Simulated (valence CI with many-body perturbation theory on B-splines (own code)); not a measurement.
**E1 transitions of Xe XLI**

Level of theory: relativistic CI+MBPT: four valence electrons over a frozen Dirac-Fock core [Ne], radial functions for each j: 11 s, 11 p, 10 d, 8 f, 5 g, 2 h, with the one-electron correlation potential Σ1, the two-electron term Σ2, the three-electron term Σ3, Breit, model QED; selected CI, second order for the rest, scaled by the run's own slope (own B-spline code, finite nucleus).

The last digits are not significant, and no measured levels were compared; by estimate large intervals hold to a few tenths of a per cent, small ones and those within an open d or f shell to about a per cent. Among the levels kept, up to 740 cm⁻¹ of a level comes from second order outside the variational space, and about a tenth of that is noise between levels of different J, which matters for small intervals.

Lines 151 to 200 of 563 in falling wavelength, among levels below 664.94 eV, chosen from the strongest by gf and those to the six lowest levels. Wavelengths and rates use the calculated energies. Electric multipoles are in the length gauge with retardation, E1 and E2 with the static RPA response of the core. Weak lines are less certain than strong ones. Lines between different terms over intervals too small for the method are left out, as are lines whose strength nearly cancels. Where a level lies close to another of its J and parity, the split of strength between their lines is uncertain. The highest levels of a list are the least certain.

Levels are named by their leading jj configuration (3d3/2^4 stands for four electrons in 3d with j = 3/2), which in mixed levels can hold well under half, so a name can repeat and another be missing. Letters in brackets count levels of one name in rising energy.

| λ vac (nm) | Upper | Lower | A (s⁻¹) | S (a.u.) with core polarisation | S without |
| --- | --- | --- | --- | --- | --- |
| 6.859 | (3s^2 3d3/2 3d5/2) J=3 | (3s^2 3p3/2 3d3/2) J=3 | 3.49e+10 | 3.89e-02 | 3.96e-02 |
| 6.855 | (3s^2 3d3/2 3d5/2) J=3 | (3s^2 3p3/2 3d5/2) J=2 | 7.26e+10 | 8.07e-02 | 8.22e-02 |
| 6.854 | (3s 3p1/2 3p3/2 3d5/2) J=4 [c] | (3s 3p1/2 3p3/2^2) J=3 | 1.27e+11 | 1.82e-01 | 1.85e-01 |
| 6.852 | (3s 3p1/2 3p3/2 3d5/2) J=2 [c] | (3s 3p1/2 3p3/2^2) J=1 [a] | 1.04e+11 | 8.25e-02 | 8.40e-02 |
| 6.846 | (3s^2 3p1/2 3d5/2) J=2 | (3s^2 3p1/2 3p3/2) J=2 | 2.87e+09 | 2.28e-03 | 2.32e-03 |
| 6.842 | (3s 3p1/2 3d3/2 3d5/2) J=4 [b] | (3s 3p1/2 3p3/2 3d3/2) J=4 | 1.20e+10 | 1.71e-02 | 1.74e-02 |
| 6.840 | (3s 3p1/2 3d3/2 3d5/2) J=3 [b] | (3s 3p1/2 3p3/2 3d3/2) J=4 | 2.64e+10 | 2.92e-02 | 2.97e-02 |
| 6.839 | (3s^2 3d3/2 3d5/2) J=3 | (3s^2 3p3/2 3d3/2) J=2 | 2.79e+10 | 3.08e-02 | 3.14e-02 |
| 6.832 | (3p1/2 3p3/2^2 3d5/2) J=3 [a] | (3s 3p1/2 3p3/2 3d5/2) J=2 [d] | 2.70e+10 | 2.97e-02 | 3.03e-02 |
| 6.826 | (3s 3p1/2 3p3/2 3d5/2) J=3 [a] | (3s^2 3p1/2 3d5/2) J=3 | 4.00e+10 | 4.40e-02 | 4.48e-02 |
| 6.825 | (3p1/2 3p3/2^2 3d3/2) J=1 [d] | (3s 3p1/2 3p3/2 3d5/2) J=0 | 4.68e+10 | 2.20e-02 | 2.24e-02 |
| 6.820 | (3p1/2 3p3/2^2 3d5/2) J=5 | (3s 3p1/2 3p3/2 3d5/2) J=4 [c] | 1.37e+11 | 2.36e-01 | 2.41e-01 |
| 6.815 | (3s 3p1/2^2 3d5/2) J=2 | (3s 3p1/2^2 3p3/2) J=2 | 2.42e+10 | 1.89e-02 | 1.92e-02 |
| 6.813 | (3s 3p1/2 3p3/2 3d5/2) J=2 [a] | (3s 3p1/2 3p3/2^2) J=2 [a] | 5.99e+10 | 4.68e-02 | 4.76e-02 |
| 6.807 | (3p1/2 3p3/2^2 3d3/2) J=2 [a] | (3s 3p1/2 3p3/2 3d5/2) J=2 [a] | 2.17e+10 | 1.69e-02 | 1.72e-02 |
| 6.800 | (3p1/2 3p3/2^2 3d5/2) J=2 [a] | (3s 3p1/2 3p3/2 3d5/2) J=2 [c] | 2.31e+10 | 1.79e-02 | 1.83e-02 |
| 6.769 | (3p1/2 3p3/2^2 3d3/2) J=1 [b] | (3s 3p1/2 3p3/2 3d3/2) J=1 [c] | 9.75e+10 | 4.48e-02 | 4.56e-02 |
| 6.766 | (3s 3p1/2 3d3/2 3d5/2) J=2 [d] | (3s 3p1/2 3p3/2 3d3/2) J=2 [d] | 4.66e+10 | 3.56e-02 | 3.62e-02 |
| 6.763 | (3s 3p1/2 3d5/2^2) J=5 | (3s 3p1/2 3p3/2 3d5/2) J=5 | 3.66e+10 | 6.15e-02 | 6.26e-02 |
| 6.762 | (3s 3p1/2 3d5/2^2) J=4 [b] | (3s 3p1/2 3p3/2 3d3/2) J=3 [c] | 5.06e+10 | 6.95e-02 | 7.09e-02 |
| 6.759 | (3s 3p1/2 3p3/2 3d5/2) J=3 [c] | (3s^2 3p1/2 3d5/2) J=2 | 2.05e+11 | 2.19e-01 | 2.23e-01 |
| 6.759 | (3s 3p1/2 3p3/2 3d5/2) J=1 [a] | (3s 3p1/2 3p3/2^2) J=2 [a] | 3.48e+10 | 1.59e-02 | 1.62e-02 |
| 6.753 | (3s 3p1/2 3d5/2^2) J=2 [b] | (3s 3p1/2 3p3/2 3d3/2) J=1 [c] | 3.27e+10 | 2.49e-02 | 2.53e-02 |
| 6.752 | (3s 3p3/2 3d3/2 3d5/2) J=2 | (3s^2 3d3/2^2) J=2 | 2.30e+10 | 1.75e-02 | 1.78e-02 |
| 6.749 | (3s 3p1/2 3d5/2^2) J=3 [a] | (3s 3p1/2 3p3/2 3d3/2) J=3 [c] | 1.69e+10 | 1.80e-02 | 1.83e-02 |
| 6.747 | (3s 3p1/2 3p3/2^2) J=3 | (3s^2 3p1/2 3p3/2) J=2 | 7.84e+10 | 8.32e-02 | 8.47e-02 |
| 6.741 | (3p1/2 3p3/2^2 3d5/2) J=2 [a] | (3s 3p1/2 3p3/2 3d5/2) J=1 [c] | 9.89e+10 | 7.48e-02 | 7.62e-02 |
| 6.737 | (3s 3p3/2^2 3d5/2) J=2 [c] | (3s 3p3/2^3) J=1 | 3.52e+11 | 2.65e-01 | 2.70e-01 |
| 6.732 | (3p1/2 3p3/2^2 3d3/2) J=3 [b] | (3s 3p1/2 3p3/2 3d3/2) J=2 [e] | 1.44e+11 | 1.52e-01 | 1.55e-01 |
| 6.717 | (3s 3p1/2 3d5/2^2) J=2 [a] | (3s 3p1/2 3p3/2 3d5/2) J=2 [a] | 7.53e+10 | 5.63e-02 | 5.73e-02 |
| 6.698 | (3s 3p3/2^2 3d5/2) J=3 [c] | (3s 3p3/2^3) J=2 | 2.70e+11 | 2.80e-01 | 2.85e-01 |
| 6.694 | (3s^2 3d3/2 3d5/2) J=2 | (3s^2 3p3/2 3d3/2) J=1 | 9.86e+10 | 7.30e-02 | 7.44e-02 |
| 6.685 | (3p1/2 3p3/2^2 3d3/2) J=1 [d] | (3s 3p1/2 3p3/2 3d5/2) J=1 [c] | 4.84e+10 | 2.14e-02 | 2.18e-02 |
| 6.685 | (3s 3p1/2 3d5/2^2) J=2 [b] | (3s 3p1/2 3p3/2 3d5/2) J=3 [a] | 5.48e+10 | 4.04e-02 | 4.12e-02 |
| 6.675 | (3s 3p3/2^2 3d5/2) J=2 [b] | (3s 3p3/2^3) J=2 | 3.46e+11 | 2.54e-01 | 2.59e-01 |
| 6.673 | (3s^2 3d3/2 3d5/2) J=2 | (3s^2 3p3/2 3d3/2) J=2 | 6.03e+10 | 4.42e-02 | 4.50e-02 |
| 6.672 | (3s 3p1/2 3d5/2^2) J=4 [a] | (3s 3p1/2 3p3/2 3d5/2) J=4 [a] | 3.26e+10 | 4.30e-02 | 4.38e-02 |
| 6.665 | (3s 3p1/2 3d5/2^2) J=3 [b] | (3s 3p1/2 3p3/2 3d5/2) J=3 [a] | 6.15e+10 | 6.30e-02 | 6.41e-02 |
| 6.661 | (3p1/2 3p3/2^2 3d3/2) J=4 | (3s 3p1/2 3p3/2 3d5/2) J=3 [a] | 1.66e+10 | 2.18e-02 | 2.23e-02 |
| 6.645 | (3s^2 3d5/2^2) J=2 | (3s^2 3p3/2 3d3/2) J=1 | 2.65e+10 | 1.92e-02 | 1.95e-02 |
| 6.645 | (3p1/2 3p3/2^2 3d3/2) J=3 [a] | (3s 3p1/2 3p3/2 3d5/2) J=2 [a] | 5.91e+10 | 6.00e-02 | 6.11e-02 |
| 6.641 | (3s 3p3/2^2 3d3/2) J=1 [b] | (3s^2 3p3/2 3d3/2) J=0 | 7.07e+10 | 3.07e-02 | 3.12e-02 |
| 6.639 | (3s^2 3d5/2^2) J=2 | (3s^2 3p3/2 3d5/2) J=2 | 1.10e+11 | 7.95e-02 | 8.09e-02 |
| 6.636 | (3s 3p1/2 3d3/2 3d5/2) J=3 [d] | (3s 3p1/2 3p3/2 3d3/2) J=3 [b] | 2.65e+10 | 2.68e-02 | 2.73e-02 |
| 6.632 | (3s 3p1/2 3p3/2 3d3/2) J=2 [a] | (3s 3p1/2^2 3p3/2) J=1 | 6.90e+10 | 4.97e-02 | 5.06e-02 |
| 6.632 | (3s 3p1/2 3p3/2 3d5/2) J=2 [d] | (3s 3p1/2 3p3/2^2) J=1 [a] | 2.72e+10 | 1.96e-02 | 1.99e-02 |
| 6.627 | (3s 3p1/2 3d3/2 3d5/2) J=1 [a] | (3s 3p1/2 3p3/2 3d3/2) J=1 [a] | 4.83e+10 | 2.08e-02 | 2.12e-02 |
| 6.614 | (3p1/2 3p3/2^2 3d5/2) J=3 [a] | (3s 3p1/2 3p3/2 3d5/2) J=2 [c] | 2.41e+10 | 2.40e-02 | 2.45e-02 |
| 6.613 | (3s^2 3p1/2 3d5/2) J=2 | (3s^2 3p1/2 3p3/2) J=1 | 1.65e+11 | 1.18e-01 | 1.20e-01 |
| 6.598 | (3p1/2 3p3/2^2 3d5/2) J=4 [a] | (3s 3p1/2 3p3/2 3d5/2) J=3 [b] | 6.39e+10 | 8.16e-02 | 8.31e-02 |
